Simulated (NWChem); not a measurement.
System: CH3F2Sc; SMILES [F][Sc]([F])[CH3]

Here is an NWChem input.

```
start job
memory heap 200 mb stack 900 mb global 1100 mb
geometry units angstroms noautoz
  Sc    -0.000748    -0.043143     0.001905
  F      1.620615    -0.878023    -0.001893
  F     -1.585646    -0.945377    -0.001234
  C     -0.033993     2.134225     0.002082
  H     -1.053040     2.555097     0.066080
  H      0.430607     2.543033    -0.915780
  H      0.548436     2.550168     0.846081
end
basis spherical
  * library def2-svpd
end
dft
  xc xcamb88 1.00 lyp 0.81 vwn_5 0.19 hfexch 1.00
  cam 0.33 cam_alpha 0.19 cam_beta 0.46
  iterations 150
end
tddft
  cis
  nroots 6
  notriplet
end
task tddft energy
```

Excerpt of the output:

```
             Northwest Computational Chemistry Package (NWChem) 7.3.0
             --------------------------------------------------------

 C1  symmetry detected

                             Geometry "geometry" -> ""
                             -------------------------

 Output coordinates in angstroms (scale by  1.889725989 to convert to a.u.)

  No.       Tag          Charge          X              Y              Z
 ---- ---------------- ---------- -------------- -------------- --------------
    1 Sc                  21.0000     0.00505484    -0.10838529     0.00157949
    2 F                    9.0000     1.67175123    -0.84863752    -0.00102586
    3 F                    9.0000    -1.52532907    -1.10028043    -0.00103481
    4 C                    6.0000    -0.15336117     2.06346580    -0.00039324
    5 H                    1.0000    -1.19494506     2.42509473     0.06295731
    6 H                    1.0000     0.28721997     2.49742796    -0.91855057
    7 H                    1.0000     0.40394111     2.51303509     0.84332949

 Effective nuclear repulsion energy (a.u.)     199.0292910091

                                 NWChem DFT Module
                                 -----------------

 Summary of "ao basis" -> "ao basis" (spherical)
 ------------------------------------------------------------------------------
       Tag                 Description            Shells   Functions and Types
 ---------------- ------------------------------  ------  ---------------------
 Sc                        def2-svpd                12       34   5s4p2d1f
 F                         def2-svpd                 9       23   4s3p2d
 C                         def2-svpd                 8       20   4s2p2d
 H                         def2-svpd                 4        8   2s2p

            General Information
            -------------------
          SCF calculation type: DFT
          Wavefunction type:  closed shell.
          No. of atoms     :     7
          No. of electrons :    48
           Alpha electrons :    24
            Beta electrons :    24
          Charge           :     0
          Spin multiplicity:     1
          Use of symmetry is: off; symmetry adaption is: off
          Maximum number of iterations: 150
          AO basis - number of functions:   124
                     number of shells:    50
          Convergence on energy requested:  1.00D-06
          Convergence on density requested:  1.00D-05
          Convergence on gradient requested:  5.00D-04

              XC Information
              --------------
                     Hartree-Fock (Exact) Exchange  1.000
                   CAM-Becke88 Exchange Functional  1.000
                      VWN V Correlation Functional  0.190 local
              Lee-Yang-Parr Correlation Functional  0.810

           Range-Separation Parameters
           ---------------------------
           Alpha           :  0.19
           Beta            :  0.46
           Gamma           :  0.33
           Short-Range HF  :     F

             Grid Information
             ----------------
          Grid used for XC integration:  medium
          Radial quadrature: Mura-Knowles
          Angular quadrature: Lebedev.
          Tag              B.-S. Rad. Rad. Pts. Rad. Cut. Ang. Pts.
          ---              ---------- --------- --------- ---------
          Sc                  1.60      112          10.0       590
          F                   0.50       49          12.0       434
          C                   0.70       49          11.0       434
          H                   0.35       45          12.0       434
          Grid pruning is: on
          Number of quadrature shells:   394
          Spatial weights used:  Erf1

      Superposition of Atomic Density Guess
      -------------------------------------

 Sum of atomic energies:        -997.34938503

      Non-variational initial energy
      ------------------------------

 Total energy =    -997.683710
 1-e energy   =   -1765.259710
 2-e energy   =     568.546709
 HOMO         =      -0.331613
 LUMO         =      -0.083630

   convergence    iter        energy       DeltaE   RMS-Dens  Diis-err
 ---------------- ----- ----------------- --------- --------- ---------
 d= 0,ls=0.0,diis     1   -999.9309545278 -1.20D+03  1.84D-02  1.74D+00
 d= 0,ls=0.0,diis     2   -999.2045601030  7.26D-01  9.97D-03  1.14D+01
 d= 0,ls=0.0,diis     3  -1000.1644233293 -9.60D-01  1.50D-03  4.06D-02
 d= 0,ls=0.0,diis     4  -1000.1678789109 -3.46D-03  6.50D-04  1.06D-02
 d= 0,ls=0.0,diis     5  -1000.1692510977 -1.37D-03  3.18D-04  5.86D-04
  Resetting Diis
 d= 0,ls=0.0,diis     6  -1000.1694013955 -1.50D-04  1.55D-04  5.38D-05
 d= 0,ls=0.0,diis     7  -1000.1694408584 -3.95D-05  6.73D-05  9.38D-06
 d= 0,ls=0.0,diis     8  -1000.1694478345 -6.98D-06  2.62D-05  3.16D-06
 d= 0,ls=0.0,diis     9  -1000.1694496249 -1.79D-06  3.49D-05  1.45D-06
 d= 0,ls=0.0,diis    10  -1000.1694507161 -1.09D-06  8.65D-06  2.07D-07
 d= 0,ls=0.0,diis    11  -1000.1694507815 -6.55D-08  8.43D-07  2.45D-08

         Total DFT energy =    -1000.169450781535
      One electron energy =    -1769.596514920688
           Coulomb energy =      636.863661449587
    Exchange-Corr. energy =      -66.465888319532
 Nuclear repulsion energy =      199.029291009098

 Numeric. integr. density =       47.999998209433

                       DFT Final Molecular Orbital Analysis
                       ------------------------------------

 Vector   22  Occ=2.000000D+00  E=-4.496987D-01
              MO Center=  7.5D-02,  2.2D+00, -5.1D-02, r^2= 1.4D+00
   Bfn.  Coefficient  Atom+Function         Bfn.  Coefficient  Atom+Function
  ----- ------------  ---------------      ----- ------------  ---------------
    87      0.425762  4 C  pz               109     -0.326245  6 H  s
   117      0.300237  7 H  s                 90      0.172367  4 C  pz
   110     -0.105775  6 H  s                118      0.091856  7 H  s
    11     -0.048974  1 Sc pz                19      0.048418  1 Sc d -1
    24      0.036803  1 Sc d -1             108      0.035212  5 H  pz

 Vector   23  Occ=2.000000D+00  E=-4.479822D-01
              MO Center= -3.8D-01,  2.1D+00,  4.5D-02, r^2= 1.9D+00
   Bfn.  Coefficient  Atom+Function         Bfn.  Coefficient  Atom+Function
  ----- ------------  ---------------      ----- ------------  ---------------
    85      0.419650  4 C  px               101     -0.357824  5 H  s
   117      0.201460  7 H  s                109      0.156982  6 H  s
   102     -0.153509  5 H  s                 88      0.145207  4 C  px
   118      0.099256  7 H  s                 62      0.092964  3 F  px
   110      0.081360  6 H  s                 39      0.078362  2 F  px

 Vector   24  Occ=2.000000D+00  E=-3.265841D-01
              MO Center= -1.2D-01,  1.6D+00,  7.7D-04, r^2= 1.7D+00
   Bfn.  Coefficient  Atom+Function         Bfn.  Coefficient  Atom+Function
  ----- ------------  ---------------      ----- ------------  ---------------
    86      0.471013  4 C  py                89      0.312504  4 C  py
     4     -0.244445  1 Sc s                 22      0.232211  1 Sc d  2
    84      0.226423  4 C  s                  3      0.213416  1 Sc s
    10      0.208446  1 Sc py                13     -0.177857  1 Sc py
    83     -0.153113  4 C  s                 20      0.109460  1 Sc d  0

 Vector   25  Occ=0.000000D+00  E=-5.596836D-02
              MO Center= -4.6D-04, -1.1D-01,  9.6D-03, r^2= 3.7D+00
   Bfn.  Coefficient  Atom+Function         Bfn.  Coefficient  Atom+Function
  ----- ------------  ---------------      ----- ------------  ---------------
     4      0.757864  1 Sc s                 84     -0.539783  4 C  s
    20      0.519673  1 Sc d  0               5      0.462209  1 Sc s
     3     -0.306727  1 Sc s                 25      0.281875  1 Sc d  0
   102      0.204290  5 H  s                 38     -0.184633  2 F  s
    83     -0.177168  4 C  s                 61     -0.138611  3 F  s

[...]

                                NWChem TDDFT Module
                                -------------------

            General Information
            -------------------
           No. of orbitals :     248
            Alpha orbitals :     124
             Beta orbitals :     124
        Alpha frozen cores :       0
         Beta frozen cores :       0
     Alpha frozen virtuals :       0
      Beta frozen virtuals :       0
         Spin multiplicity :       1
    Number of AO functions :     124
        Use of symmetry is : off
      Symmetry adaption is : off
         Schwarz screening :  0.10D-07

              XC Information
              --------------
              Hartree-Fock (Exact) Exchange   1.00
            CAM-Becke88 Exchange Functional   1.00
               VWN V Correlation Functional   0.19 local
       Lee-Yang-Parr Correlation Functional   0.81
           Alpha           :  0.19
           Beta            :  0.46
           Gamma           :  0.33

             TDDFT Information
             -----------------
          Calculation type : Tamm-Dancoff TDDFT
         Wavefunction type : Restricted singlets
          No. of electrons :      48
           Alpha electrons :      24
            Beta electrons :      24
              No. of roots :       6
          Max subspacesize :    5200
            Max iterations :     100
               Target root :       1
           Target symmetry : none
      Symmetry restriction : off
                 Algorithm : Optimal
        Davidson threshold :  0.10D-03

    6 smallest eigenvalue differences (eV)
--------------------------------------------------------
  No. Spin  Occ  Vir  Irrep   E(Occ)    E(Vir)   E(Diff)
--------------------------------------------------------
    1    1   24   25 a        -0.327    -0.056     7.364
    2    1   24   26 a        -0.327    -0.012     8.548
    3    1   24   27 a        -0.327     0.007     9.075
    4    1   24   28 a        -0.327     0.019     9.410
    5    1   24   29 a        -0.327     0.025     9.564
    6    1   24   30 a        -0.327     0.037     9.907
--------------------------------------------------------

  Entering Davidson iterations
  Restricted singlet excited states

  Iter   NTrls   NConv    DeltaV     DeltaE      Time
  ----  ------  ------  ---------  ---------  ---------
    1      6       0     0.72E-01   0.10+100       23.7
    2     12       0     0.82E-01   0.19E-01       23.6
    3     18       0     0.40E-01   0.20E-01       23.7
    4     24       0     0.19E-01   0.71E-02       23.8
    5     30       2     0.75E-02   0.84E-03       23.5
    6     34       3     0.25E-02   0.68E-04       21.9
    7     37       3     0.81E-03   0.54E-05       21.2
    8     40       4     0.22E-03   0.57E-06       21.2
    9     42       5     0.10E-03   0.53E-07       20.4
   10     43       6     0.72E-04   0.12E-07       19.4
  ----  ------  ------  ---------  ---------  ---------
  Convergence criterion met

  Ground state a       -1000.169450781535 a.u.

  ----------------------------------------------------------------------------
  Root   1 singlet a              0.126640660 a.u.                3.4461 eV
  ----------------------------------------------------------------------------
     Transition Moments    X  0.01618   Y -0.04991   Z -0.00594
     Dipole Oscillator Strength                    0.0002354091
     Electric Quadrupole                           0.0000000059
     Magnetic Dipole                               0.0000000000
     Total Oscillator Strength                     0.0002354150

     Occ.   24  a   ---  Virt.   25  a       -0.97832
     Occ.   24  a   ---  Virt.   29  a       -0.17564
     Occ.   24  a   ---  Virt.   33  a       -0.05028
  ----------------------------------------------------------------------------
  Root   2 singlet a              0.151515774 a.u.                4.1230 eV
  ----------------------------------------------------------------------------
     Transition Moments    X  0.00020   Y -0.00078   Z  0.32375
     Dipole Oscillator Strength                    0.0105871741
     Electric Quadrupole                           0.0000000226
     Magnetic Dipole                               0.0000018546
     Total Oscillator Strength                     0.0105890513

     Occ.   24  a   ---  Virt.   26  a        0.99384
     Occ.   24  a   ---  Virt.   28  a       -0.05068
  ----------------------------------------------------------------------------
  Root   3 singlet a              0.172522238 a.u.                4.6946 eV
  ----------------------------------------------------------------------------
     Transition Moments    X  0.00264   Y  0.00029   Z -0.00277
     Dipole Oscillator Strength                    0.0000016908
     Electric Quadrupole                           0.0000000016
     Magnetic Dipole                               0.0000000402
     Total Oscillator Strength                     0.0000017326

     Occ.   24  a   ---  Virt.   27  a        0.99711
  ----------------------------------------------------------------------------
  Root   4 singlet a              0.211530880 a.u.                5.7561 eV
  ----------------------------------------------------------------------------
     Transition Moments    X  0.32338   Y  0.03505   Z -0.00006
     Dipole Oscillator Strength                    0.0149201017
     Electric Quadrupole                           0.0000000849
     Magnetic Dipole                               0.0000031707
     Total Oscillator Strength                     0.0149233573

     Occ.   24  a   ---  Virt.   30  a       -0.32337
     Occ.   24  a   ---  Virt.   31  a        0.73990
     Occ.   24  a   ---  Virt.   32  a       -0.57224
     Occ.   24  a   ---  Virt.   41  a        0.05575
  ----------------------------------------------------------------------------
  Root   5 singlet a              0.237366288 a.u.                6.4591 eV
  ----------------------------------------------------------------------------
     Transition Moments    X -0.01281   Y -0.11200   Z -0.00221
     Dipole Oscillator Strength                    0.0020118786
     Electric Quadrupole                           0.0000001666
     Magnetic Dipole                               0.0000000052
     Total Oscillator Strength                     0.0020120505

     Occ.   24  a   ---  Virt.   25  a        0.13769
     Occ.   24  a   ---  Virt.   29  a       -0.76993
     Occ.   24  a   ---  Virt.   30  a        0.46490
     Occ.   24  a   ---  Virt.   31  a        0.16534
     Occ.   24  a   ---  Virt.   33  a       -0.28120
     Occ.   24  a   ---  Virt.   34  a        0.19695
     Occ.   24  a   ---  Virt.   36  a        0.11606
  ----------------------------------------------------------------------------
  Root   6 singlet a              0.240953141 a.u.                6.5567 eV
  ----------------------------------------------------------------------------
     Transition Moments    X -0.00020   Y -0.00281   Z  0.38799
     Dipole Oscillator Strength                    0.0241831639
     Electric Quadrupole                           0.0000000017
     Magnetic Dipole                               0.0000000711
     Total Oscillator Strength                     0.0241832367

     Occ.   24  a   ---  Virt.   28  a        0.97616
     Occ.   24  a   ---  Virt.   35  a       -0.13872
     Occ.   24  a   ---  Virt.   38  a        0.09350
     Occ.   24  a   ---  Virt.   40  a        0.10194

              Target root =      1
          Target symmetry = none
      Ground state energy =  -1000.169450781535
        Excitation energy =      0.126640659887
     Excited state energy =  -1000.042810121649

  stored tddft:energy   -1000.0428101216488
```

Level: CAM-B3LYP/def2-SVPD, TDA. The geometry was optimised at PBE0/def2-SVP.
